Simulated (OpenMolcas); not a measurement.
Ru4+: the spin-orbit constant, worked from levels

```
Program             : OpenMolcas 26.06
Basis               : ANO-RCC-VDZ [6s5p3d]
Scalar Hamiltonian  : DKH3, point nucleus
Active space        : 4 electrons in 5 orbitals (4d)
State averaging     : 2S+1 = 5 even, 5 roots; 2S+1 = 3 even, 45 roots (35 in the spin-orbit step); 2S+1 = 1 even, 50 roots (35 in the spin-orbit step)
Spin-orbit coupling : RASSI with atomic mean-field integrals over the reference wave functions, term energies averaged over their components
```

Methods: CASSCF; SS-CASPT2, IPEA 0.25 Eh, imaginary shift 0.1 Eh (closed shells correlated: 4s 4p).

**The spin-orbit constant.** For the Hund term 5D of d4, E(J) = (A/2) J(J+1) + constant and ζ = 2S·A = 4A. From J = 0 to J = 4 the energy changes by 10 A.

| Source | E(4) - E(0) | A | ζ |
| --- | --- | --- | --- |
| CASSCF | 3584.0 | 358.4 | 1434 |
| SS-CASPT2 | 3658.8 | 365.9 | 1464 |

All in cm-1. Both methods take the spin-orbit matrix elements from the reference wave functions, so the second can move ζ only through the term energies and any multistate remixing. Second-order mixing with other terms is absorbed into this ζ.

Term energies are means over components that CASPT2 splits; among the terms shown or strongly mixed into the levels shown the widest spread is 16 cm-1 (4d4 5D, SS-CASPT2). Some high roots are left out of the spin-orbit mixing, which shifts the levels that they would mix with. The basis is small and was not contracted for so high a charge. Without dynamic correlation excited terms often stand tens of per cent too high (terms of higher spin than the ground term too low), and those without a measured partner can miss by more than the paired ones (holds for CASSCF). Levels of configurations outside the active space are missing.
